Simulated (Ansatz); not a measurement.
Consider the ligand exchange at the Hf–Cl bond: `[F][Hf]([Cl])([Cl])[Cl]` + NH₃ → `[NH2][Hf]([F])([Cl])[Cl]` + HCl.

Isolated molecules relaxed with PBE0-D4/def2-TZVP in Ansatz; ΔE leaves out vibrations. CCSD(T)/CBS adds triple-zeta CCSD(T) − MP2 to the extrapolated MP2 energy (def2 sets, frozen cores). This one scheme is used for every species. Functionals use def2-TZVPP. HSE06 is defined as in plane-wave codes. def2 core potentials past Kr. For Hf outer-core shells are correlated without core-valence functions, which leaves a few kJ/mol of doubt a bond. Each species was taken in one conformer, which may not be the lowest.

`[F][Hf]([Cl])([Cl])[Cl]`:

Z-matrix (Å, degrees):
```
Hf
F 1 1.881
Cl 1 2.324 2 108.9
Cl 1 2.324 2 108.9 3 120.0
Cl 1 2.324 2 108.9 3 -120.0
```

NH₃:

```xyz
4

N     0.159    0.215    0.090
H    -0.826    0.380    0.258
H     0.268    0.057   -0.904
H     0.399   -0.652    0.556
```

`[NH2][Hf]([F])([Cl])[Cl]`:

Z-matrix (Å, degrees):
```
Hf
F 1 1.892
Cl 1 2.349 2 111.9
N 1 2.001 2 105.6 3 -118.5
Cl 1 2.349 2 111.9 3 123.0
H 4 1.011 1 125.8 2 179.9
H 4 1.011 1 125.2 2 -0.2
```

HCl:

Cartesian coordinates in Å:
```
Cl 0.587 -0.160 0.197
H -0.587 0.160 -0.197
```

```json
{"level": "PBE-D4", "ΔE (kJ/mol)": "85.4"}
{"level": "BHLYP-D4", "ΔE (kJ/mol)": "88.9"}
{"level": "revPBE", "ΔE (kJ/mol)": "86.9"}
{"level": "PBE0", "ΔE (kJ/mol)": "87.7"}
{"level": "HSE06", "ΔE (kJ/mol)": "87.8"}
{"level": "LC-ωPBE", "ΔE (kJ/mol)": "82.5"}
{"level": "HF/def2-SVP", "ΔE (kJ/mol)": "89.8"}
{"level": "SCS-MP2/def2-QZVPP", "ΔE (kJ/mol)": "86.6"}
```

Question: What does CCSD(T)/CBS give? (Best estimate.)

Answer: The calculation gave: +86.4 kJ/mol. The listed levels differ from it by -1.0, 2.5, 0.5, 1.3, 1.4, -3.9, 3.4, 0.2 kJ/mol.

Largest T1 diagnostic among the species: 0.014.

Leaving LDA and LC-ωPBE aside and taking each functional with its dispersion term where it has one, the values, not all of them listed here, spread over 11.9 kJ/mol, from CAM-B3LYP-D4 to B97M-V. LDA lies −5.2 kJ/mol from PBE without D4. At CCSD(T), def2-SVP lies −6.6 kJ/mol from the extrapolated value and def2-TZVPP −3.0 kJ/mol. From BLYP to BHLYP (50 % exact exchange), in def2-TZVPP and without D4, ΔE moves by +3.7 kJ/mol.
